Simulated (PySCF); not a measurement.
**Charge on either side of a bond**

Species: C5H10O2SSi2.
SMILES with atom numbers: `[CH:1]#[C:2][C@H:3]1[SiH2:4][C@H:5]([S:6]([CH3:7])(=[O:8])=[O:9])[SiH2:10]1` (hydrogens: H11 on C1; H12 on C3; H13, H14 on Si4; H15 on C5; H16, H17, H18 on C7; H19, H20 on Si10)

Cartesian coordinates in Å at the GFN2-xTB level; atoms count from 1:
```xyz
20
C5H10O2SSi2 angstrom
C      4.2258   -0.3241   -0.7833
C      3.1124   -0.1778   -0.3641
C      1.7750   -0.0167    0.1180
Si     0.4975    0.8738   -1.0220
C     -0.6991   -0.5671   -0.6243
S     -1.6849    0.0123    0.7121
C     -3.0014    1.0402   -0.0184
O     -2.3218   -1.0816    1.3975
O     -0.8384    0.8759    1.5029
Si     0.6605   -1.5975    0.2565
H      5.2045   -0.4458   -1.1395
H      1.8139    0.4899    1.0857
H      0.8217    0.8066   -2.4529
H      0.0786    2.2283   -0.6773
H     -1.3573   -1.0193   -1.3540
H     -3.5660    1.4750    0.7971
H     -2.5382    1.8124   -0.6185
H     -3.6373    0.4007   -0.6170
H      1.0537   -2.7003   -0.6273
H      0.3956   -2.0742    1.6063
```

Atomic charges (e) from the PBE0/pcSseg-1 density (PySCF):

| atom | Mulliken | IAO | Hirshfeld | ESP-fitted |
| --- | --- | --- | --- | --- |
| C1 | -0.4110 | -0.2838 | -0.1433 | -0.4872 |
| C2 | +0.3575 | -0.0235 | -0.0569 | -0.0045 |
| C3 | -0.8156 | -0.6528 | -0.1790 | -0.1854 |
| Si4 | +0.7262 | +0.7773 | +0.3451 | +0.4802 |
| C5 | -0.8699 | -0.8902 | -0.2174 | -0.6197 |
| S6 | +0.8977 | +2.0029 | +0.5048 | +1.1108 |
| C7 | -0.3292 | -0.6214 | -0.1195 | -0.6226 |
| O8 | -0.5267 | -0.8953 | -0.3236 | -0.5454 |
| O9 | -0.5501 | -0.9160 | -0.2979 | -0.5664 |
| Si10 | +0.7366 | +0.7857 | +0.3643 | +0.4571 |
| H11 | +0.0327 | +0.1975 | +0.0847 | +0.3107 |
| H12 | +0.2260 | +0.2005 | +0.0534 | +0.1394 |
| H13 | -0.0566 | -0.1145 | -0.0732 | -0.0977 |
| H14 | -0.0304 | -0.0943 | -0.0621 | -0.0704 |
| H15 | +0.1906 | +0.1782 | +0.0510 | +0.2087 |
| H16 | +0.1746 | +0.1882 | +0.0698 | +0.2292 |
| H17 | +0.1497 | +0.1675 | +0.0551 | +0.1858 |
| H18 | +0.1536 | +0.1738 | +0.0604 | +0.1917 |
| H19 | -0.0483 | -0.1011 | -0.0630 | -0.0654 |
| H20 | -0.0075 | -0.0787 | -0.0526 | -0.0490 |

Cut each of the bonds C1–C2, C2–C3, S6–C5 and C7–S6 in turn and sum the charges on the side of the atom named first.

In e; the other side holds the opposite charge:

```tsv
bond cut	piece	atoms	Mulliken	IAO	Hirshfeld	ESP-fitted
C1–C2	CH	2	-0.378	-0.086	-0.059	-0.177
C2–C3	C2H	3	-0.021	-0.110	-0.116	-0.181
S6–C5	CH3O2S	7	-0.030	+0.100	-0.051	-0.017
C7–S6	CH3	4	+0.149	-0.092	+0.066	-0.016
```

Extremes among these pieces. Mulliken: lowest CH at C1, highest CH3 at C7; IAO: lowest C2H at C2, highest CH3O2S at S6; Hirshfeld: lowest C2H at C2, highest CH3 at C7; ESP-fitted: lowest C2H at C2, highest CH3 at C7.

Do the schemes agree better on the pieces than on the single atoms at the cuts?

The spread between schemes averages 0.218 e for the pieces and 0.690 e for the atoms named first; it is smaller for the piece at 4 of the 4 cuts. On average they agree better on the pieces. The sign differs between schemes (beyond ±0.03 e) for CH3O2S at S6 and CH3 at C7.

Geometry: GFN2-xTB, one conformer, isolated molecule.
